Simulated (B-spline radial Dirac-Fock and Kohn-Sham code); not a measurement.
## K-shell conversion coefficients of Zn against transition energy

Calculated with an atomic code on a B-spline grid, using a Dirac-Hartree-Slater potential of the neutral atom with a Latter tail (no hole, which puts coefficients of high multipoles low close above an edge), finite nucleus with surface currents. Subshells within 1 keV of threshold and pair formation are left out.

| energy (keV) | E1 | E3 | E5 | M1 | M3 | M5 |
| --- | --- | --- | --- | --- | --- | --- |
| 20 | 6.02 | 2860 | 972000 | 5.38 | 6250 | 3.41e+06 |
| 21.4 | 4.98 | 2370 | 820000 | 4.41 | 4750 | 2.60e+06 |
| 25.7 | 2.97 | 1340 | 449000 | 2.57 | 2200 | 1.13e+06 |
| 48.6 | 0.467 | 118 | 22400 | 0.407 | 132 | 35400 |
| 50 | 0.429 | 105 | 19300 | 0.376 | 116 | 30000 |
| 59.1 | 0.261 | 51.7 | 7710 | 0.234 | 55.2 | 11300 |
| 69.2 | 0.163 | 26.2 | 3170 | 0.151 | 27.4 | 4440 |
| 73.1 | 0.138 | 20.6 | 2310 | 0.130 | 21.5 | 3200 |
| 94.3 | 0.0641 | 6.70 | 526 | 0.0645 | 7.02 | 708 |
| 100 | 0.0536 | 5.16 | 373 | 0.0551 | 5.44 | 501 |
| 109 | 0.0413 | 3.52 | 224 | 0.0437 | 3.75 | 301 |
| 115 | 0.0352 | 2.77 | 163 | 0.0379 | 2.98 | 220 |
| 140 | 0.0194 | 1.15 | 50.9 | 0.0225 | 1.29 | 69.9 |
| 156 | 0.0140 | 0.708 | 26.8 | 0.0170 | 0.819 | 37.5 |
| 170 | 0.0108 | 0.482 | 16.2 | 0.0136 | 0.574 | 23.0 |
| 200 | 0.00669 | 0.235 | 6.24 | 0.00899 | 0.296 | 9.20 |
| 310 | 0.00189 | 0.0355 | 0.516 | 0.00305 | 0.0534 | 0.866 |
| 500 | 0.000531 | 0.00532 | 0.0427 | 0.000999 | 0.00954 | 0.0816 |
| 548 | 0.000424 | 0.00380 | 0.0275 | 0.000813 | 0.00700 | 0.0535 |
| 793 | 0.000184 | 0.00110 | 0.00540 | 0.000364 | 0.00214 | 0.0108 |
| 929 | 0.000133 | 0.000682 | 0.00290 | 0.000262 | 0.00133 | 0.00575 |
| 1000 | 0.000115 | 0.000553 | 0.00220 | 0.000225 | 0.00107 | 0.00434 |
| 1310 | 7.03e-05 | 0.000271 | 0.000867 | 0.000132 | 0.000506 | 0.00163 |
| 1560 | 5.24e-05 | 0.000178 | 0.000504 | 9.48e-05 | 0.000320 | 0.000911 |
| 2000 | 3.57e-05 | 0.000102 | 0.000249 | 6.03e-05 | 0.000174 | 0.000422 |
| 2210 | 3.08e-05 | 8.31e-05 | 0.000192 | 5.06e-05 | 0.000137 | 0.000315 |

Question: How fast do they fall between 1560 and 2210 keV?

Answer: As powers of the energy: E1 E^-1.53, E3 E^-2.18, E5 E^-2.78, M1 E^-1.80, M3 E^-2.43, M5 E^-3.04. Within one type (E or M) the higher multipoles fall faster.
